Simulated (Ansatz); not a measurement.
CH5BOSi can be A, `CB1O[SiH2]1`, or B, `B1OC[SiH2]1`.

Gas-phase electronic energies from Ansatz, PBE0-D4/def2-TZVP geometries. CCSD(T)/CBS adds triple-zeta CCSD(T) − MP2 to the extrapolated MP2 energy (def2 sets, frozen cores). Functionals use def2-TZVPP. B3LYP here is the variant with VWN-RPA as its local correlation; programs differ in this.

Q: Which is lower in electronic energy at CCSD(T)/CBS, and by how much? (Best estimate.)

A: Ansatz gave: A, by 29.1 kcal/mol.

Q: Give E(B) − E(A) in kcal/mol with MP2/def2-TZVPP, BLYP-D4, HF/def2-TZVPP, B3LYP-D4, PBE0-D4, LDA (SPW92), r2SCAN-D4. (Best estimate.)

A: Ansatz gave: MP2/def2-TZVPP 31.1, BLYP-D4 29.6, HF/def2-TZVPP 27.9, B3LYP-D4 29.5, PBE0-D4 28.8, LDA (SPW92) 28.8, r2SCAN-D4 31.6. None reverses the order clearly.

Q: Does the order hold for the free energy at 298.15 K (harmonic terms from PBE0-D4)? (Best estimate.)

A: The calculation gave: Yes: G(B) − G(A) = +29.9 kcal/mol.

Largest T1 diagnostic: 0.016.

From r2SCAN to r2SCAN0 (25 % exact exchange), in def2-TZVPP and without D4, E(B) − E(A) moves by −0.7 kcal/mol. Leaving LDA and LC-ωPBE aside and taking each functional with its dispersion term where it has one, the values, not all of them listed here, spread over 5.2 kcal/mol, from ωB97X-V to B97M-V.
